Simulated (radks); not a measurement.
Question: These are the eigenvalues of the occupied orbitals of an atom or ion with whole-number occupations (eV). Method: Dirac Kohn-Sham, relativistic LDA (MacDonald-Vosko exchange, VWN5 correlation), spin-unpolarised, spherical densities, finite nucleus; Fermi nuclear charge, rms radius of each element as measured or else 0.836 A^(1/3) + 0.57 fm; computed with a radial shooting solver on a logarithmic mesh with Libxc functionals.

orbital  eigenvalue
1s1/2     -79062.46
2s1/2     -15015.35
2p1/2     -14460.51
2p3/2     -12755.87
3s1/2     -4555.798
3p1/2     -4306.861
3p3/2     -3926.681
3d3/2     -3511.447
3d5/2     -3429.029
4s1/2     -1902.268
4p1/2     -1794.727
4p3/2     -1682.944
4d3/2     -1507.482
4d5/2     -1484.130

Which element is it, and in what charge state? The configuration may be excited. Open shells, if any, fill j = l - 1/2 first.

Answer: Z = 78, platinum, charge +34: Pt34+ in [Kr] 4d8. The list shows which subshells hold electrons but not how many an open one holds; the 1s level, -2905.5 hartree, gives Z - s = 76.2 by -(Z - s)^2/2, which with screening and relativity narrows Z to a few neighbours, and the depths of the outer levels then fix element, charge and occupations together.
